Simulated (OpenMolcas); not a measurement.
# 3d³ along the 21-electron sequence

| Item | Value |
| --- | --- |
| Program | OpenMolcas |
| Method | MS-RASPT2, IPEA 0.25 Eh, imaginary shift 0.1 Eh |
| Basis | ANO-RCC-VTZP |
| Scalar Hamiltonian | DKH2, point nucleus |
| Spin-orbit coupling | state interaction with AMFI integrals over the reference wave functions, term energies averaged over their components |

Active space for each ion: 9 electrons in 8 orbitals (RAS1 3p, at most 2 holes; RAS2 3d); closed shells correlated by CASPT2: 3s.

Computed levels in cm-1 above ⁴F_3/2:

```json
{"Level": "⁴F_5/2", "V2+": "164", "Cr3+": "258", "Mn4+": "387", "Fe5+": "558", "Co6+": "751", "Ni7+": "1007"}
{"Level": "⁴F_7/2", "V2+": "389", "Cr3+": "609", "Mn4+": "910", "Fe5+": "1307", "Co6+": "1752", "Ni7+": "2330"}
{"Level": "⁴F_9/2", "V2+": "671", "Cr3+": "1045", "Mn4+": "1555", "Fe5+": "2220", "Co6+": "2960", "Ni7+": "3910"}
{"Level": "⁴P_1/2", "V2+": "12100", "Cr3+": "14650", "Mn4+": "17080", "Fe5+": "19620", "Co6+": "22170", "Ni7+": "24180"}
{"Level": "⁴P_3/2", "V2+": "12170", "Cr3+": "14760", "Mn4+": "17230", "Fe5+": "19810", "Co6+": "22390", "Ni7+": "24420"}
{"Level": "²G_7/2", "V2+": "12220", "Cr3+": "15420", "Mn4+": "18270", "Fe5+": "21350", "Co6+": "24460", "Ni7+": "26680"}
{"Level": "⁴P_5/2", "V2+": "12370", "Cr3+": "15070", "Mn4+": "17700", "Fe5+": "20510", "Co6+": "23360", "Ni7+": "25780"}
{"Level": "²G_9/2", "V2+": "12460", "Cr3+": "15790", "Mn4+": "18810", "Fe5+": "22100", "Co6+": "25440", "Ni7+": "27920"}
{"Level": "²P_1/2", "V2+": "15720", "Cr3+": "19900", "Mn4+": "23490", "Fe5+": "27410", "Co6+": "31260", "Ni7+": "34030"}
{"Level": "weight of ⁴F in the lowest level (%)", "V2+": "100", "Cr3+": "100", "Mn4+": "100", "Fe5+": "100", "Co6+": "100", "Ni7+": "100"}
```

Measured, with the error of the calculation in %. Measured levels: V2+ from Sugar and Corliss, J. Phys. Chem. Ref. Data 7, 1191 (1978); Cr3+ from Sugar and Corliss, J. Phys. Chem. Ref. Data 6, 317 (1977); Mn4+ from Corliss and Sugar, J. Phys. Chem. Ref. Data 6, 1253 (1977); Fe5+ from Corliss and Sugar, J. Phys. Chem. Ref. Data 11, 135 (1982); Co6+ from Sugar and Corliss, J. Phys. Chem. Ref. Data 10, 1097 (1981); Ni7+ from Corliss and Sugar, J. Phys. Chem. Ref. Data 10, 197 (1981).

| Level | V2+ | Cr3+ | Mn4+ | Fe5+ | Co6+ | Ni7+ |
| --- | --- | --- | --- | --- | --- | --- |
| ⁴F_5/2 | 146 (+12.8) | 236 (+9.2) | 359 (+7.7) | 511 (+9.1) | 698 (+7.6) | 1012 (-0.5) |
| ⁴F_7/2 | 342 (+14.0) | 556 (+9.6) | 835 (+9.0) | 1188 (+10.0) | 1610 (+8.8) | 2184 (+6.8) |
| ⁴F_9/2 | 584 (+14.9) | 946 (+10.5) | 1412 (+10.1) | 2001 (+11.0) | 2723 (+8.7) | 3721 (+5.2) |
| ⁴P_1/2 | 11514 (+5.1) | 14059 (+4.2) | 16434 (+3.9) | 18738 (+4.7) | 21096 (+5.1) | 23261 (+3.9) |
| ⁴P_3/2 | 11592 (+5.0) | 14177 (+4.1) | 16595 (+3.8) | 18942 (+4.6) | 21304 (+5.1) | 23710 (+3.0) |
| ²G_7/2 | 11966 (+2.1) | 15052 (+2.5) | 17892 (+2.1) | 20616 (+3.6) |  |  |
| ⁴P_5/2 | 11770 (+5.1) | 14471 (+4.1) | 17049 (+3.8) | 19611 (+4.6) | 22187 (+5.3) | 24669 (+4.5) |
| ²G_9/2 | 12187 (+2.2) | 15402 (+2.5) | 18399 (+2.2) | 21315 (+3.7) |  |  |
| ²P_1/2 | 15580 (+0.9) | 19519 (+2.0) | 23082 (+1.7) | 26496 (+3.5) |  |  |

The fine-structure level ⁴F_9/2 changes by a factor of 5.83 from V2+ to Ni7+. Its fourth root runs 5.09, 5.69, 6.28, 6.86, 7.38, 7.91, with steps per unit of Z of 0.60, 0.59, 0.58, 0.51, 0.53; equal steps would mean a (Z - σ)^4 law with constant σ.

⁴P_1/2 changes by a factor of 2 over the same range, with steps per unit of Z of +2550, +2430, +2540, +2550, +2010 cm-1.

Term energies are means over components that CASPT2 splits; among the terms shown or strongly mixed into the levels shown the widest spread is 1400 cm-1 (3d³ ⁴F, V2+). Active for correlation alone: 3p; no level in the range computed is led by a configuration that opens it, so any true level of that kind is missing. The CASPT2 spread within a term exceeds the gap to the next term for 3d³ ⁴P and 3d³ ²G, so the order of their levels is uncertain (holds for V2+). Measured partners are found by configuration, term and J. A level has none where our copy of the source lacks it or the pairing is in doubt (some pairs that miss far off the trend of their configuration count as doubtful), and it then counts in no deviation. Levels of configurations outside the active space are missing.
